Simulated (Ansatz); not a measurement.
Reaction (formal exchange of groups at a C–C bond): `CC(O)Cl` + GeH₄ → `O[CH](Cl)[GeH3]` + CH₄

Calculated with Ansatz (gas phase, PBE0-D4/def2-TZVP geometries, no zero-point term in ΔE). CCSD(T)/CBS adds triple-zeta CCSD(T) − MP2 to the extrapolated MP2 energy (def2 sets, frozen cores). This one scheme is used for every species. Functionals use def2-TZVPP. B3LYP here is the variant with VWN-RPA as its local correlation; programs differ in this. For Ge outer-core shells are correlated without core-valence functions, which leaves a few kJ/mol of doubt a bond. Scalar relativity is left out up to krypton. Each species was taken in one conformer, which may not be the lowest.

`CC(O)Cl`:

Z-matrix (Å, degrees):
```
C
C 1 1.507
H 1 1.090 2 111.0
H 1 1.093 2 110.4 3 120.0
H 1 1.093 2 109.0 3 -120.3
O 2 1.375 1 114.0 3 177.9
Cl 2 1.825 1 108.5 3 -58.1
H 2 1.089 1 112.3 3 56.5
H 6 0.963 2 108.9 1 51.9
```

GeH₄:

Cartesian coordinates in Å:
```
Ge 0.000 0.000 0.000
H 0.423 0.871 -1.190
H -0.234 0.890 1.227
H 1.107 -1.016 0.309
H -1.296 -0.745 -0.346
```

`O[CH](Cl)[GeH3]`:

```xyz
9

O    -0.361   -1.623   -0.031
C    -0.114   -0.422    0.596
Cl   -1.581    0.190    1.480
Ge    0.394    0.921   -0.769
H    -0.539   -2.302    0.630
H     0.641   -0.504    1.383
H     0.691    2.241   -0.047
H    -0.780    1.077   -1.740
H     1.649    0.422   -1.502
```

CH₄:

Cartesian coordinates in Å:
```
C 0.000 0.000 0.000
H 0.750 0.754 0.237
H -0.276 -0.535 0.908
H 0.408 -0.703 -0.726
H -0.882 0.484 -0.419
```

```
         level  ΔE (kcal/mol)
      B3LYP-D4           -0.4
CCSD/CBS(def2)           -0.2
```

Question: What does CCSD(T)/CBS give? (Best estimate.)

Answer: Computed: -0.5 kcal/mol. The listed levels differ from it by 0.1, 0.3 kcal/mol.

Largest T1 diagnostic among the species: 0.012.

From BLYP to BHLYP (50 % exact exchange), in def2-TZVPP and without D4, ΔE moves by +1.9 kcal/mol. Leaving LDA and LC-ωPBE aside and taking each functional with its dispersion term where it has one, the values, not all of them listed here, spread over 2.8 kcal/mol, from BLYP-D4 to B97M-V. LDA lies +2.0 kcal/mol from PBE without D4. In def2-TZVPP, CCSD(T) changes the Hartree–Fock value by −2.4 kcal/mol (the triples alone add −0.3 kcal/mol) and MP2 by −3.1 kcal/mol.
